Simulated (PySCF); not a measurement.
Electron correlation in Sm⁴⁶⁺ (samarium, charge +46)

[Ne] 3s2 3p4, high-spin 3P determinant. Computed with PySCF 2.14 in an even-tempered Gaussian basis (16 s from 9.2 bohr⁻², ratio 2.5; 10 p from 12 bohr⁻², ratio 2.5; 4 d from 52 bohr⁻², ratio 2.7; 4 f from 77 bohr⁻², ratio 2.7), with no relativity, point nucleus. Frozen: 1s2; 14 electrons correlated; the 17 highest virtual orbitals of each spin left out.

```
  level  correlation energy (mhartree)
   CCSD                        -569.55
    (T)                          -1.06
CCSD(T)                        -570.61
```

Diagnostics: T1 = 0.00059, D1 = 0.0028, largest double amplitude 0.020.

A non-relativistic calculation at this Z misses sizeable relativistic shifts. Spin-orbit coupling is strong in this species (close to jj coupling), so the high-spin LS determinant is a model state, not a physical level.

Cost of the coupled-cluster step: about 40 core-seconds, for 14 correlated electrons.

At this charge a non-relativistic calculation is a model, useful for the Z dependence of the correlation energy.

Spin-orbit coupling is strong in this species, so the high-spin LS determinant is a model state.
